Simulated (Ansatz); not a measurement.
Isolated molecules relaxed with PBE0-D4/def2-TZVP in Ansatz; ΔE leaves out vibrations. CCSD(T)/CBS is the MP2 limit (def2-TZVPP, def2-QZVPP) plus CCSD(T) − MP2 in def2-TZVPP, frozen cores. Functionals use def2-TZVPP. Elements past krypton have def2 core potentials. For Hf, I outer-core shells are correlated without core-valence functions, which leaves a few kJ/mol of doubt a bond. One conformer a species, not always the lowest.

`[OH][Hf]([OH])([F])[F]` + `O[SiH](F)[SiH2]I` → `[OH][Hf]([OH])([F])[I]` + `O[SiH](F)[SiH2]F`  (redistribution)

`[OH][Hf]([OH])([F])[F]`:

```xyz
7

O    -0.879    0.778   -1.221
Hf    0.427    0.191    0.044
O    -0.206   -1.263    1.110
F     2.002   -0.361   -0.895
F     0.887    1.653    1.192
H    -1.604    0.981   -1.802
H    -0.628   -1.979    1.572
```

`O[SiH](F)[SiH2]I`:

```xyz
9

O    -0.870   -1.759    0.302
Si   -0.322   -0.396    1.006
F    -1.526    0.515    1.530
Si    0.831    0.882   -0.593
I    -0.452    0.519   -2.662
H    -1.193   -1.686   -0.601
H     0.462   -0.815    2.187
H     0.857    2.341   -0.326
H     2.212    0.398   -0.843
```

`[OH][Hf]([OH])([F])[I]`:

Z-matrix (Å, degrees):
```
Hf
O 1 1.900
F 1 1.905 2 108.3
O 1 1.900 2 111.4 3 119.1
I 1 2.744 2 109.5 3 -119.7
H 2 0.952 1 171.1 3 -117.7
H 4 0.951 1 171.1 2 -1.1
```

`O[SiH](F)[SiH2]F`:

Z-matrix (Å, degrees):
```
Si
F 1 1.601
Si 1 2.358 2 107.8
O 1 1.634 2 110.8 3 -119.8
H 1 1.480 2 107.1 3 124.8
F 3 1.612 1 106.0 2 -87.3
H 3 1.485 1 114.0 2 31.5
H 3 1.487 1 111.6 2 155.7
H 4 0.959 1 118.4 2 77.2
```

```csv
level,ΔE (kcal/mol)
r2SCANh-D4,-0.3
ωB97X-V,-0.1
r2SCANh,-0.4
r2SCAN0,-1.0
RPA@PBE/def2-TZVPP,-2.8
HF/def2-TZVPP,-6.5
CCSD/def2-TZVPP,-2.8
CCSD(T)/def2-TZVPP,-2.3
```

Task: What does CCSD(T)/CBS give? (Best estimate.)

Result: The calculation gave: -0.9 kcal/mol. The listed levels differ from it by 0.6, 0.8, 0.5, -0.1, -1.9, -5.6, -1.9, -1.4 kcal/mol.

Largest T1 diagnostic among the species: 0.016.

At CCSD(T), def2-SVP lies +4.0 kcal/mol from the extrapolated value and def2-TZVPP −1.4 kcal/mol. From r2SCAN to r2SCAN0 (25 % exact exchange), in def2-TZVPP and without D4, ΔE moves by −1.1 kcal/mol.
